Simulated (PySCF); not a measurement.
SMILES N#C[SiH2]C, PBE/def2-SVP optimised geometry. Atoms within 1.6 Å of the plane z = 0.0 Å (x, y, z in Å): C1 (1.24, -0.92, 0.00), Si2 (-0.64, -0.92, 0.00), C3 (-1.26, 0.85, 0.00), N4 (-1.63, 1.96, 0.00), H5 (1.63, -0.41, 0.90), H6 (1.62, -1.96, 0.00), H7 (1.63, -0.40, -0.90), H8 (-1.21, -1.57, 1.23), H9 (-1.21, -1.57, -1.23).

Calculation: PySCF with PBE/def2-TZVP. Cells within 0.4 Å of a nucleus heavier than hydrogen are left out (blank, or x).

Map of the deformation density (molecule minus spherical neutral atoms) (e/bohr³), clipped to [-0.15, 0.15] on the plane z = 0.0 Å:

```
|1111111111111111111111111111111|
|1111111111111111111111111111111|
|1111111111111111111111111111111|
|1111111111111111111111111111111|
|1111111111110001111111111111111|
|1111111122110000111111111111111|
|1111111266200000111111111111111|
|11100012xxx00000011111111111111|
|11100000xxx11000001111111111111|
|111000002x841100000111111111111|
|1110000149951000000000111111111|
|1110000136xx0000000000001111111|
|111000001xxx1000000000000011111|
|1110000001xx3110000000000001111|
|1110000001454210000000000001111|
|1110000011333100000000000000111|
|1110000001121100111011100000111|
|1110000000000x012221x2100000111|
|111000000000xxx2344xxx000000111|
|111000000000xx02344xxx000000111|
|1111000000000001222354210000111|
|1111000000000000111356310000111|
|1111000000000000011247210000111|
|1111100000000000000112100000111|
|1111100000000000000000000001111|
|1111110000000000000000000001111|
|1111111000000000000000000011111|
|1111111110000000000000000111111|
|1111111111110000111000011111111|
|1111111111111111111111111111111|
|1111111111111111111111111111111|
```
Scale: ten equal steps from -0.017 (start of '0') to 0.150 (end of '9'), in the order '0123456789'; x runs from -4.00 to 4.00, y from -4.00 (bottom) to 4.00 (top).
